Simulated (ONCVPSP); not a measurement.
**Re, ONCV: configuration errors across variants**

- Element: Re (Z = 75)
- Generator: ONCVPSP 4.0.1
- Type: optimised norm-conserving Vanderbilt (ONCV)
- Functional: PBE
- Relativity: scalar-relativistic
- Frozen core: [Kr] 4d10 4f14
- Valence charge: 15
- Reference configuration: 5s2 5p6 5d5 6s0.5 (charge +1.5)
- Partial waves: 5s+6s: rc 1.65 bohr, ncon 4, nbas 7, qcut 6.1 1/bohr, 2 projectors; 5p: rc 1.85 bohr, ncon 4, nbas 7, qcut 6.5 1/bohr, 2 projectors, debl 1.7 Ha; 5d: rc 2.45 bohr, ncon 5, nbas 10, qcut 6.4 1/bohr, 2 projectors, debl 2.6 Ha
- Local potential: polynomial inside 1.60 bohr (lpopt 5, dvloc0 0 Ha)
- Core correction: Teter function, fcfact 3.5, rcfact 1.7

In the p channel the program set the typed energies aside and used -2.172, 0.250 Ha.

All-electron excitation energies from the reference (eV): (1) 5s2 5p6 5d5 6s2 -16.487; (2) 5s2 5p6 5d5 6s1 -7.238; (3) 5s2 5p6 5d5 6s0 9.084; (4) 5s1 5p6 5d5 6s2 75.275.

Errors AE − PS in meV (a dash: test not solved or not reliable):

```tsv
change	(1)	(2)	(3)	(4)	bound ghosts	GHOST(+) flags above zero
base	-6.6	+0.3	-5.9	-438	none	s
local potential polynomial inside 1.60 bohr (lpopt 5, dvloc0 -2.5 Ha)	-6.3	+0.4	-5.8	-433	none	s
local potential polynomial inside 1.60 bohr (lpopt 5, dvloc0 -0.5 Ha)	-6.4	+0.4	-5.8	-435	none	s
local potential polynomial inside 1.60 bohr (lpopt 5, dvloc0 0.5 Ha)	-5.9	+0.5	-5.8	-424	none	none
local potential polynomial inside 1.60 bohr (lpopt 5, dvloc0 2.5 Ha)	-6.3	+0.4	-5.8	-435	none	none
local potential polynomial inside 1.60 bohr (lpopt 5, dvloc0 4.5 Ha)	-6.4	+0.4	-5.9	-435	none	none
local potential polynomial inside 1.60 bohr (lpopt 5, dvloc0 6 Ha)	-6.4	+0.4	-5.9	-438	none	none
local potential polynomial inside 1.60 bohr (lpopt 5, dvloc0 7 Ha)	-6.5	+0.4	-5.9	-441	none	s
local potential polynomial inside 1.60 bohr (lpopt 5, dvloc0 8 Ha)	-6.0	+0.5	-5.8	-430	none	s
local potential polynomial inside 1.60 bohr (lpopt 5, dvloc0 9.5 Ha)	-6.3	+0.4	-5.9	-435	none	none
```

(1) Give the same row for: local potential polynomial inside 1.60 bohr (lpopt 5, dvloc0 2 Ha).

Answers

(1) -6.3, +0.4, -5.8, -435; bound ghosts: none; GHOST(+) flags above zero: none.
